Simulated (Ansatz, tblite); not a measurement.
Removing and adding an electron: Ca2S2. Charge 0, multiplicity 1. Geometry: r2SCAN-D4/def2-TZVP. Ansatz, gas phase; energy differences of separate SCF runs; the oxidised species was run as a doublet alone; the reduced species was run as a doublet alone.

Cartesian coordinates in Å:
```
Ca -1.166 -0.637 -0.977
Ca 1.161 0.633 0.985
S 1.050 -1.588 -0.218
S -1.046 1.593 0.209
```

The xTB rows come from tblite. Correlated methods freeze 20 core orbitals; core or outer-core shells of Ca are correlated, in sets that lack core-valence functions. In CCSD on the charge 1 doublet the largest single amplitude is 0.23, so its Hartree–Fock determinant may place the open shell otherwise than the density functionals do. The structure comes from a short search, and lower isomers may exist.

```
               level  −HOMO (eV)  vertical IE (eV)  −LUMO (eV)  vertical EA (eV)  HOMO–LUMO gap (eV)  IE − EA (eV)                       remarks
            GFN1-xTB        7.90             10.57        5.47              3.26                2.43          7.31                             –
            GFN2-xTB        9.03             12.02        7.78              5.00                1.25          7.02                             –
       HF/def2-TZVPP           –              5.99           –                 –                   –             –                             –
    PBE-D4/def2-TZVP        4.38              6.92        2.16                 –                2.23             –                             –
   PBE-D4/def2-TZVPD        4.41                 –        2.17              0.86                2.25             –  HOMO above zero (-1 doublet)
 r2SCAN-D4/def2-TZVP        4.52              6.96        1.64                 –                2.88             –                             –
r2SCAN-D4/def2-TZVPD        4.53                 –        1.63              0.78                2.90             –  HOMO above zero (-1 doublet)
   PBE0-D4/def2-TZVP        5.31              7.03        1.62                 –                3.68             –                             –
  PBE0-D4/def2-TZVPD        5.32                 –        1.63              0.78                3.70             –  HOMO above zero (-1 doublet)
      MP2/def2-TZVPP           –              7.25           –                 –                   –             –                             –
     CCSD/def2-TZVPP           –              6.97           –                 –                   –             –                             –
  CCSD(T)/def2-TZVPP           –              7.04           –                 –                   –             –                             –
```

   A HOMO above zero means that the electron is unbound at that level or that self-interaction error raises the level; the energy of removing that electron tells which. Raw xTB energy differences between charge states are shifted by several eV; the methods need an empirical correction for them.
